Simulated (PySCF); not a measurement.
**Ionisation energy of Eu(39+) by level of theory**

Eu(39+) [Ar] 3d6 (5D) → Eu(40+) [Ar] 3d5 (6S), as a difference of total energies. Calculation: PySCF 2.14, in an uncontracted even-tempered set (18 s from 7.3 bohr⁻², ratio 2.5; 12 p from 9.5 bohr⁻², ratio 2.5; 8 d from 9.5 bohr⁻², ratio 2.5; 4 f from 37 bohr⁻², ratio 2.7; 3 g from 56 bohr⁻², ratio 2.7); scalar relativity by spin-free X2C-1e. Correlated levels: outer shells: [Ne] frozen; virtual orbitals above 40 to 60 times the deepest correlated orbital energy dropped. The calculations carry no spin-orbit coupling.

| method | ionisation energy (eV) |
| --- | --- |
| UHF | 2912.7 |
| LDA | 2914.8 |
| PBE | 2915.8 |
| PBE0 | 2915.5 |
| r2SCAN | 2915.9 |
| PW91 | 2916.5 |
| r2SCANh | 2915.8 |
| MP2 (outer shells) | 2913.9 |
| SCS-MP2 (outer shells) | 2914.2 |

Spin-orbit coupling is strong in these open shells (close to jj coupling). The scalar numbers leave it out and a first-order estimate fails, so it can dominate the gap to the real levels.

Breit and QED terms and the two-electron picture change are absent.

For comparison: 2914 ± 4 eV (theoretical estimate listed by NIST; NIST Atomic Spectra Database, ionization energies).
